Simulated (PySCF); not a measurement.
Input for PySCF: R-MP2/6-31G* on SiH4 (SMILES [SiH4]) with ghost functions, monomers drawn apart or pushed together.

```python
from pyscf import gto, scf, dft, mp
from pyscf.data.elements import chemcore

mol = gto.M(
    atom='''
    Si   -0.07705082   -0.07570141    6.55197839
    H     1.15814415    0.61198423    6.11432069
    H    -0.11044164   -0.12982938    8.03132162
    H    -0.09687483   -1.45281821    6.01036762
    H    -1.25932246    0.66722685    6.06158510
    ghost-N    0.06952920    0.16398241   -0.00728442
    ghost-H   -0.74419316    0.64333838    0.35970385
    ghost-H    0.03778779   -0.79277051    0.32469213
    ghost-H    0.89048827    0.60125531    0.39447269
    ''',
    basis='6-31g*',
    cart=True,
    charge=0, spin=0, verbose=3, max_memory=1800)
mf = scf.RHF(mol)
mf.conv_tol = 1e-8
mf.max_cycle = 100
mf.kernel()
if not mf.converged:
    mf = mf.newton().run(mf.mo_coeff, mf.mo_occ)
pt = mp.MP2(mf, frozen=chemcore(mol)).run()
```

It printed:

```
converged SCF energy = -291.225096276776
E(RMP2) = -291.307107460508  E_corr = -0.0820111837314595
E(SCS-RMP2) = -291.315527095104  E_corr = -0.0904308183276002
```

Self-consistency was reached.

Cost: about 0.4 core-seconds (a rough figure).
